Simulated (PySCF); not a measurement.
AlF4, SMILES [F][Al-]([F])([F])[F], charge -1. Atoms are numbered in the order given.

```xyz
5

Al     0.0000     0.0000     0.0000
F      0.9988     0.9988    -0.9988
F     -0.9988     0.9988     0.9988
F     -0.9988    -0.9988    -0.9988
F      0.9988    -0.9988     0.9988
```
Charge -1, spin multiplicity 1.

The structure is a stationary point at PBE-D3(BJ)/def2-SVPD. The isomer is the one that the SMILES or the coordinates give; other isomers of the formula were not compared.

Calculation: CAM-B3LYP/def2-SVPD (PySCF).

Mulliken values depend strongly on the basis, most of all with diffuse functions as here. ESP charges are fitted to the potential on shells at 1.4 to 2.0 van der Waals radii. Atomic charges (e):

| atom | Mulliken | IAO | ESP fit |
|---|---|---|---|
| Al1 | 1.73 | 1.49 | 1.37 |
| F2 | -0.68 | -0.62 | -0.59 |
| F3 | -0.68 | -0.62 | -0.59 |
| F4 | -0.68 | -0.62 | -0.59 |
| F5 | -0.68 | -0.62 | -0.59 |
